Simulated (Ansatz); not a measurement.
Cost and result for the atomization energy of `C=C[Si](O)Cl` radical (9 atoms, 8 bonds).

```tsv
atom	x (Å)	y (Å)	z (Å)
C1	1.1728	-0.3335	1.0054
C2	-0.0019	-0.7880	0.5717
Si3	-1.1689	0.2589	-0.3984
O4	-0.3175	1.5604	-0.9280
Cl5	-1.9414	-0.8240	-1.9862
H6	1.5204	0.6658	0.7637
H7	1.8356	-0.9465	1.6095
H8	-0.3231	-1.7919	0.8395
H9	-0.7761	2.1987	-1.4772
```

Charge 0, multiplicity 2. The geometry is a stationary point of PBE0-D4/def2-TZVP. It is one conformer, not always the lowest. Program: Ansatz. All runs use 4 threads of an AMD EPYC 9R45 on a shared host. Times are those of one run each, without the atoms' runs, and a repeat can differ threefold. Electronic energies, without spin–orbit coupling; frozen cores. CCSD(T)/CBS adds CCSD(T) − MP2 in def2-TZVPP to the MP2 limit, and its time is that of the two runs behind it. T1 = 0.022; ⟨S²⟩ of the reference is 0.83. B3LYP takes the VWN-RPA correlation (the form of Gaussian; ORCA's B3LYP/G). HSE06 is the plane-wave form, built on full-range PBE exchange.

CCSD(T)/CBS is a level of theory with its own doubt, some kJ/mol a heavy atom from the limit and from the frozen cores, so smaller differences don't rank the functionals.

| level | functions | wall time |
| --- | --- | --- |
| LDA (SPW92)/def2-TZVPP | 233 | 0.75 s |
| revPBE-D4/def2-TZVPP | 233 | 1.2 s |
| PBE0-D4/def2-TZVPP | 233 | 2.2 s |
| HSE06-D4/def2-TZVPP | 233 | 2.2 s |
| B3LYP-D4/def2-TZVPP (with forces) | 233 | 2.4 s |
| r2SCAN-D4/def2-TZVPP (with forces) | 233 | 2.5 s |
| B97M-V/def2-TZVPP | 233 | 3.8 s |
| PBE-QIDH/def2-TZVPP | 233 | 4 s |
| ωB97X-V/def2-TZVPP | 233 | 4.5 s |
| CCSD(T)/def2-SVP | 98 | 4.5 s |
| MP2/def2-QZVPP | 431 | 21 s |
| CCSD(T)/def2-TZVPP | 233 | 4.3 min |
| CCSD(T)/CBS(def2) | – | 4.6 min |

Problem. What atomization energy does each give, and how far from CCSD(T)/CBS? (Best estimate.)

Solution. Computed: 
| level | atomization (kJ/mol) | difference from CCSD(T)/CBS | per bond |
| --- | --- | --- | --- |
| LDA (SPW92)/def2-TZVPP | 4022.5 | 523.5 | 65.4 |
| revPBE-D4/def2-TZVPP | 3498.9 | -0.1 | 0.0 |
| PBE0-D4/def2-TZVPP | 3515.1 | 16.1 | 2.0 |
| HSE06-D4/def2-TZVPP | 3518.2 | 19.2 | 2.4 |
| B3LYP-D4/def2-TZVPP (with forces) | 3492.9 | -6.1 | -0.8 |
| r2SCAN-D4/def2-TZVPP (with forces) | 3530.5 | 31.5 | 3.9 |
| B97M-V/def2-TZVPP | 3515.9 | 16.9 | 2.1 |
| PBE-QIDH/def2-TZVPP | 3484.1 | -14.9 | -1.9 |
| ωB97X-V/def2-TZVPP | 3500.1 | 1.1 | 0.1 |
| CCSD(T)/def2-SVP | 3260.5 | -238.5 | -29.8 |
| MP2/def2-QZVPP | 3538.4 | 39.4 | 4.9 |
| CCSD(T)/def2-TZVPP | 3396.4 | -102.6 | -12.8 |
| CCSD(T)/CBS(def2) | 3499.0 | 0.0 | 0.0 |

From BLYP to BHLYP (50 % exact exchange), in def2-TZVPP and without D4, the atomization energy moves by −95.5 kJ/mol: exact exchange takes away binding that semilocal exchange gives to molecules. Leaving LDA and LC-ωPBE aside and taking each functional with its dispersion term where it has one, the values, not all of them listed here, spread over 206.7 kJ/mol, from BHLYP-D4 to PBE-D4. LDA lies +455.9 kJ/mol from PBE without D4, its usual overbinding. In def2-TZVPP, CCSD(T) changes the Hartree–Fock value by +836.2 kJ/mol (the triples alone add +60.6 kJ/mol) and MP2 by +917.0 kJ/mol; breaking electron pairs costs correlation energy, which Hartree–Fock lacks.
